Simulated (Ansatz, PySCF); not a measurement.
Process, species as SMILES: [Cl][In]([Cl])[Cl] -> [Cl][In]([Cl])[Cl] as doublet, charge -1 (an electron is taken up)
Geometries: B3LYP-D3(BJ)/def2-TZVP minima from Ansatz (a first-principles code). Frequencies are from Ansatz.
Geometry of the first species:
SMILES: [Cl][In]([Cl])[Cl]
```xyz
4

In     0.0000     0.0000     0.0000
Cl     2.2440    -0.2968    -0.4832
Cl    -0.9240    -1.0046     1.8692
Cl    -1.3200     1.3014    -1.3860
```
Charge 0, spin multiplicity 1.

Quantity: adiabatic electron affinity (0 K, with B3LYP-D3(BJ) harmonic zero-point energies), positive where the reaction releases energy, in eV. Cores are frozen in the correlated levels unless marked. UHF or UKS for open shells. No spin-orbit coupling. Frozen are the shells of the preceding noble gas and the d and f shells that filled before the atom's block. In def2 rows, elements after Kr have scalar-relativistic effective core potentials. Anions need diffuse functions: def2-D sets add few; the other sets have none. 

| level | program | adiabatic electron affinity (eV) |
|---|---|---|
| HF/def2-TZVPPD | Ansatz | 2.05 |
| revPBE/def2-TZVPD | Ansatz | 2.50 |
| r2SCAN-D3(BJ)/def2-TZVPD | Ansatz + dftd3 | 2.54 |
| B97M-V/def2-TZVPD | Ansatz | 2.42 |
| PBE0/def2-TZVP | Ansatz | 2.35 |
| r2SCANh/def2-TZVPD | Ansatz | 2.54 |
| M06-2X/def2-TZVPD | PySCF | 2.57 |
| wB97M-V/def2-TZVPD | Ansatz | 2.41 |
| wB97X-V/def2-TZVPD | Ansatz | 2.36 |
| B2GP-PLYP-D3(BJ)/def2-TZVPD | Ansatz + dftd3 | 2.39 |
| B2GP-PLYP-D4/def2-TZVPD | Ansatz + dftd4 | 2.40 |
| B2GP-PLYP/def2-TZVPD | Ansatz | 2.40 |
| B2PLYP-D4/def2-TZVPD | Ansatz + dftd4 | 2.44 |
| MP2/def2-TZVPP | Ansatz | 2.14 |
| MP2/def2-TZVPPD | Ansatz | 2.27 |
| MP2/def2-QZVPP | Ansatz | 2.26 |
| SCS-MP2/def2-SVP | Ansatz | 1.71 |
| CCSD/def2-TZVPP | Ansatz | 2.17 |
| CCSD(T)/def2-SVP | Ansatz | 1.73 |
| CCSD(T)/def2-QZVPP | Ansatz | 2.30 |
